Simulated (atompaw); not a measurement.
# Before and after: PAW (atompaw) potential for Ta (Z = 73)

```
Element                 : Ta (Z = 73)
Generator               : atompaw 4.2.0.5
Type                    : PAW
Functional              : PBE
Relativity              : scalar-relativistic
Frozen core             : [Xe] 4f14
Valence charge          : 5
Reference configuration : 5d3 6s1.75 6p0.25
Partial waves           : 6s (bound): rc 3.00 bohr; 6s channel at 4.25 Ry: rc 3.00 bohr; 6p (bound): rc 3.00 bohr; 6p channel at 2.25 Ry: rc 3.00 bohr; 5d (bound): rc 1.90 bohr; 5d channel at 2.55 Ry: rc 3.00 bohr
Local potential         : ultrasoft scheme with l = 3 at 0.5 Ry, radius 2.80 bohr
Core correction         : smooth core density matched at 2.65 bohr
Augmentation charge     : gaussian compensation charge, radius 2.15 bohr; PAW radius 3.00 bohr; waves and projectors: custom rrkj vanderbiltortho
```

All-electron outer shells of the reference configuration (PBE, scalar-relativistic, ld1.x):

```
shell  level (eV)  outermost node (bohr)  outermost maximum (bohr)
   5p      -39.80                   0.58                      1.13
   4f      -25.10                      –                      0.44
   6s       -5.70                   1.32                      2.74
   5d       -3.93                   0.65                      1.58
   6p       -1.59                   1.59                      3.85
```

Change: augmentation gaussian compensation charge, radius 2.15 bohr; PAW radius 3.00 bohr; waves and projectors: custom polynom2 7 10 vanderbiltortho.

Cutoffs: the cutoffs (Ry, on a coarse ladder) from which the occupation-weighted sum of valence levels, in a spherical-Bessel basis at the reference potential, stays within 10 and 1 mRy of its value at 400 Ry; they do not see the model core or the augmentation charge, which bear on the density cutoff.

What does the change do?

The potential gets softer (25 Ry and 35 Ry → 18 Ry and 25 Ry); neither file shows a bound ghost.

| quantity | base | changed |
| --- | --- | --- |
| cutoff, loose | 25 Ry | 18 Ry |
| cutoff, tight | 35 Ry | 25 Ry |
| loose cutoff by channel (10 mRy a level) | s 6 Ry, p 6 Ry, d 21 Ry | s 6 Ry, p 6 Ry, d 18 Ry |
| bound ghosts | none | none |
| s: phases at 3.02 bohr within 0.05 rad from the reference energy up to (Ry; the scan ends near 5) | n/a | 3.0 |
| p: phases at 3.02 bohr within 0.05 rad from the reference energy up to (Ry; the scan ends near 5) | 3.3 | 3.7 |
| d: phases at 3.02 bohr within 0.05 rad from the reference energy up to (Ry; the scan ends near 5) | to the end of the scan | to the end of the scan |
| lowest overlap eigenvalue by channel | s 0.04, p 0.61, d 0.62 | s 0.67, p 0.99, d 0.58 |

 The cutoffs see the waves, projectors and local potential, not the compensation charge or the core.
